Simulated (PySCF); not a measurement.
A structure optimised at PBE-D3(BJ)/def2-SVP, used in a PySCF frequency run:

```xyz
12

C     -2.8818     0.4107    -0.7689
Si    -1.4180    -0.7848    -0.7811
C     -0.0742    -0.2306     0.4092
C      1.1643     0.0865    -0.0121
Cl     2.4512     0.6204     1.0345
H     -3.3251     0.4798     0.2452
H     -3.6735     0.0686    -1.4659
H     -2.5617     1.4267    -1.0753
H     -0.8051    -0.8627    -2.1557
H     -1.8960    -2.1607    -0.3911
H     -0.2906    -0.1477     1.4896
H      1.4835     0.0364    -1.0664
```

Problem. Write its SMILES and formula.

Solution. C[SiH2]/C=C/Cl, C3H7ClSi

Problem. What are its rotational constants (standard atomic weights)?

Solution. 11.426, 0.99722, 0.96091 GHz
